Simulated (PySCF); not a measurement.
**V (vanadium, neutral): r2SCAN calculation**

Configuration: [Ar] 3d5, high-spin 6S determinant (an excited configuration). All numbers are calculated (PySCF 2.14, scalar relativity by spin-free X2C-1e, in ANO-RCC-VTZP).

* Total energy: -949.075 hartree
* One-electron energy: -1306.770 hartree
* Hartree (Coulomb) energy: 403.556 hartree
* Exchange-correlation energy: -45.862 hartree
* ⟨S²⟩: 8.7500
* ⟨L²⟩: 0.000
* Sum of ⟨r⟩: 19.75 bohr
* Sum of ⟨r²⟩: 35.03 bohr²
* Langevin diamagnetic susceptibility: -27.7 ×10⁻⁶ cm³/mol

| shell | electrons | mean orbital energy (eV) | rms radius, mean of both spins (bohr) |
| --- | --- | --- | --- |
| 1s β | 1 | -5374.9 | 0.0768 |
| 1s α | 1 | -5374.8 | 0.0768 |
| 2s α | 1 | -602.35 | 0.334 |
| 2s β | 1 | -600.88 | 0.334 |
| 2p α | 3 | -500.31 | 0.304 |
| 2p β | 3 | -499.19 | 0.304 |
| 3s α | 1 | -66.820 | 1.03 |
| 3s β | 1 | -62.431 | 1.03 |
| 3p α | 3 | -39.839 | 1.13 |
| 3p β | 3 | -35.357 | 1.13 |
| 3d α | 5 | -0.944 | 2.21 |

Densities and radii are taken from the X2C orbitals without a picture-change correction, which distorts them close to the nucleus.
